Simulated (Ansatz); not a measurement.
A short molecular-dynamics run on the cluster Ni₂O (the lowest singlet isomer of a short search).

```yaml
crystal:
  periodic: [false, false, false]
  atoms:
    - {symbol: Ni, position_ang: [-0.129090, -0.585939, -1.048909]}
    - {symbol: Ni, position_ang: [-0.704081, 0.421310, 0.887116]}
    - {symbol: O, position_ang: [0.833170, 0.164639, 0.161793]}
basis:
  gaussian: {orbitals: "6-31G*"}
hamiltonian: {xc: {name: r2SCAN}}
md: {timestep: 1 fs, n_steps: 15, ensemble: nvt_langevin, temperature: 700, initial_velocities: maxwell_boltzmann, friction: 0.01, seed: 915}
scf: {omitted_lower_state_checks: [starts]}
```

```sh
$ ansatz run in.yaml --threads 4 --pin off --events-out ev --progress --plain --max-ram 3916MiB
```

```tsv
step	time (fs)	potential energy (eV)	kinetic (eV)	T (K)
0	0.0	-84116.1635	0.1810	467
1	1.0	-84116.1439	0.1760	454
2	2.0	-84116.1280	0.1755	453
3	3.0	-84116.1160	0.1433	369
4	4.0	-84116.1077	0.1425	367
5	5.0	-84116.1044	0.1768	456
6	6.0	-84116.1086	0.2021	521
7	7.0	-84116.1181	0.1941	501
8	8.0	-84116.1312	0.2260	583
9	9.0	-84116.1474	0.2412	622
10	10.0	-84116.1636	0.2258	582
11	11.0	-84116.1792	0.2345	605
12	12.0	-84116.1958	0.2889	745
13	13.0	-84116.2122	0.3178	820
14	14.0	-84116.2267	0.3494	901
15	15.0	-84116.2389	0.2905	749
```

Velocities are drawn at the set temperature; a run this short doesn't reach equilibrium. Under Langevin dynamics the printed temperature counts 3N degrees of freedom, so it starts below the set value.

The 6-31G sets use Cartesian d functions. The restricted singlet is unstable towards broken spin symmetry at other levels; at RKS r2SCAN/6-31G* this wasn't settled.

Frames (Å, forces in eV/Å):

```xyz
3
time=0.0 fs
Ni   -0.129   -0.586   -1.049   -0.018    1.427    2.610
Ni   -0.704    0.421    0.887    1.449   -1.144   -2.332
O     0.833    0.165    0.162   -1.431   -0.283   -0.278
3
time=1.0 fs
Ni   -0.130   -0.584   -1.052    0.065    1.487    2.735
Ni   -0.704    0.421    0.889    1.539   -1.166   -2.385
O     0.838    0.158    0.169   -1.604   -0.322   -0.351
3
time=2.0 fs
Ni   -0.132   -0.582   -1.056    0.126    1.527    2.831
Ni   -0.704    0.421    0.891    1.593   -1.182   -2.419
O     0.842    0.149    0.176   -1.719   -0.345   -0.412
3
time=3.0 fs
Ni   -0.133   -0.579   -1.059    0.168    1.551    2.902
Ni   -0.704    0.421    0.893    1.616   -1.193   -2.437
O     0.844    0.141    0.183   -1.784   -0.358   -0.465
3
time=4.0 fs
Ni   -0.133   -0.577   -1.062    0.198    1.566    2.957
Ni   -0.704    0.422    0.893    1.615   -1.200   -2.441
O     0.845    0.133    0.190   -1.813   -0.366   -0.516
3
time=5.0 fs
Ni   -0.134   -0.574   -1.064    0.222    1.573    3.000
Ni   -0.704    0.423    0.893    1.583   -1.199   -2.427
O     0.844    0.125    0.197   -1.806   -0.374   -0.573
3
time=6.0 fs
Ni   -0.136   -0.570   -1.066    0.229    1.563    3.017
Ni   -0.704    0.423    0.892    1.502   -1.186   -2.387
O     0.841    0.116    0.205   -1.731   -0.378   -0.629
3
time=7.0 fs
Ni   -0.137   -0.566   -1.068    0.214    1.538    3.003
Ni   -0.703    0.424    0.892    1.383   -1.163   -2.330
O     0.836    0.107    0.213   -1.597   -0.375   -0.673
3
time=8.0 fs
Ni   -0.137   -0.561   -1.069    0.176    1.497    2.958
Ni   -0.703    0.425    0.891    1.245   -1.134   -2.264
O     0.830    0.098    0.219   -1.421   -0.363   -0.694
3
time=9.0 fs
Ni   -0.138   -0.556   -1.069    0.126    1.445    2.890
Ni   -0.702    0.425    0.890    1.075   -1.094   -2.184
O     0.823    0.089    0.225   -1.202   -0.350   -0.707
3
time=10.0 fs
Ni   -0.140   -0.551   -1.069    0.076    1.391    2.814
Ni   -0.701    0.425    0.890    0.878   -1.045   -2.090
O     0.815    0.080    0.231   -0.954   -0.346   -0.724
3
time=11.0 fs
Ni   -0.142   -0.546   -1.069    0.018    1.334    2.723
Ni   -0.700    0.426    0.889    0.659   -0.987   -1.985
O     0.806    0.072    0.237   -0.677   -0.346   -0.738
3
time=12.0 fs
Ni   -0.144   -0.540   -1.068   -0.055    1.264    2.602
Ni   -0.699    0.426    0.888    0.419   -0.919   -1.866
O     0.797    0.064    0.241   -0.364   -0.345   -0.735
3
time=13.0 fs
Ni   -0.146   -0.534   -1.067   -0.139    1.184    2.454
Ni   -0.698    0.427    0.886    0.150   -0.837   -1.730
O     0.788    0.056    0.245   -0.011   -0.347   -0.723
3
time=14.0 fs
Ni   -0.148   -0.526   -1.065   -0.220    1.102    2.296
Ni   -0.696    0.427    0.883   -0.148   -0.740   -1.575
O     0.779    0.049    0.249    0.369   -0.361   -0.721
3
time=15.0 fs
Ni   -0.149   -0.519   -1.063   -0.293    1.023    2.137
Ni   -0.695    0.428    0.879   -0.446   -0.638   -1.415
O     0.772    0.043    0.253    0.739   -0.385   -0.722
```

Run time 28 s (4 threads of Arm Neoverse V2 on a shared host).
